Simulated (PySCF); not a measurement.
**MO2+ across group 15**

Level: PBE0, basis family def2-TZVP, scalar-relativistic core potentials from Rb on and no relativity for lighter atoms.

Each entry is the lowest minimum that a search over a few typed start shapes (and spin states, where more than one is plausible) found, or that minimum re-optimised at the stated level; isomers with ligand–ligand bonds, or fragments after loss of a ligand pair, can lie lower. Open shells are unrestricted; no spin–orbit coupling; PySCF with density fitting.

| molecule | 2S+1 | point group | mean bond to the central atom (Å) | polar-tensor charge of the central atom | highest ω (cm⁻¹) | lowest ω (cm⁻¹) |
| --- | --- | --- | --- | --- | --- | --- |
| NO₂⁺ | ? | ? | ? | ? | ? | ? |
| PO₂⁺ | 1 | D∞h | 1.430 | 1.31 | 1623 | 298 |
| AsO₂⁺ | 1 | D∞h | 1.570 | 1.34 | 1182 | 187 |
| SbO₂⁺ | 1 | D∞h | 1.757 | 1.50 | 980 | 133 |
| BiO₂⁺ | 1 | D∞h | 1.842 | 1.54 | 853 | 112 |

Problem. Fill in the row of NO₂⁺.

Solution. 2S+1: 1; point group: D∞h; mean bond to the central atom (Å): 1.110; polar-tensor charge of the central atom: 1.18; highest ω (cm⁻¹): 2525; lowest ω (cm⁻¹): 676.

The bond lengthens at every step; the largest change, 0.320 Å, falls between NO₂⁺ and PO₂⁺ among the members listed.

Spin–orbit coupling can matter for BiO₂⁺.

Left out of the table are members whose search was unfinished or whose lowest solution was spin-contaminated, unstable, very soft or bonded differently.
